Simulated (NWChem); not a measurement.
C2H5BN2O; SMILES CB(N)N=C=O

```xyz
11

C     -1.4260     1.5022     0.0007
B      0.0593     0.9542     0.0013
N      1.1805     1.8048     0.0008
N      0.3092    -0.4756    -0.0008
C      0.0837    -1.6628    -0.0009
O     -0.0695    -2.8380    -0.0012
H     -1.9660     1.1492    -0.9036
H     -1.9891     1.0995     0.8691
H     -1.4948     2.6080     0.0298
H      2.1390     1.4554    -0.0017
H      1.1019     2.8203     0.0026
```
Atoms are numbered in this order, from 1.

Results from NWChem. Structure relaxed at the PBE-D3(BJ)/def2-SVP level. Vzz is the largest principal value of the second derivative of the potential at the nucleus (NWChem prints the opposite sign); η is the asymmetry. Non-relativistic.

Predict the results for PBE/def2-SVP. Quantities: Vzz B2 (a.u.); η B2; Vzz N3 (a.u.); η N3; Vzz N4 (a.u.); η N4; Vzz O6 (a.u.); η O6.


| Property | Value |
|---|---|
| Vzz B2 (a.u.) | 0.287 |
| η B2 | 0.55 |
| Vzz N3 (a.u.) | -0.659 |
| η N3 | 0.55 |
| Vzz N4 (a.u.) | 0.433 |
| η N4 | 0.24 |
| Vzz O6 (a.u.) | 0.763 |
| η O6 | 0.19 |
